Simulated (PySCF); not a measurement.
W(NH)2(Br)(SH) (BrH3N2SW), SMILES [SH][W](=[NH])(=[NH])[Br], multiplicity 1.

Geometry: r2SCAN-D4/def2-SVP. The multiplicity is an assumed one; other spin states were not compared. The def2 effective core potentials stand for the cores of W; spin–orbit coupling is left out. The values are those of a single conformer.

Method: r2SCAN-D4/def2-SVP (PySCF).

Frequencies are harmonic and unscaled.

Question: Estimate the vibrational spectrum. (The exact figures need the calculation; the answer reports its results.)

Answer: 
| mode | ν (cm⁻¹) | IR (km/mol) | moving atoms (share of kinetic energy) |
|---|---|---|---|
| 1 | 91 | 0.0 | S 53 %, Br 25 %, W 17 % |
| 2 | 140 | 1.3 | N 42 %, W 23 %, S 14 %, Br 11 %, H 9 % |
| 3 | 179 | 4.3 | N 58 %, H 22 %, S 11 % |
| 4 | 194 | 12.2 | N 57 %, H 20 %, Br 13 % |
| 5 | 256 | 10.1 | Br 40 %, N 27 %, W 15 %, H 10 % |
| 6 | 296 | 11.4 | N 38 %, H 31 %, W 17 %, Br 13 % |
| 7 | 311 | 15.7 | H 75 %, N 15 % |
| 8 | 385 | 16.2 | S 75 %, W 18 % |
| 9 | 424 | 264.3 | H 86 %, N 14 % |
| 10 | 622 | 123.1 | H 81 %, N 16 % |
| 11 | 627 | 76.9 | H 84 %, N 13 % |
| 12 | 662 | 5.5 | H 85 %, N 13 % |
| 13 | 709 | 51.2 | H 73 %, N 26 % |
| 14 | 976 | 92.5 | N 81 %, W 10 %, H 9 % |
| 15 | 1016 | 42.3 | N 87 % |
| 16 | 2673 | 4.1 | H 97 % |
| 17 | 3609 | 164.6 | H 93 % |
| 18 | 3616 | 196.5 | H 92 % |
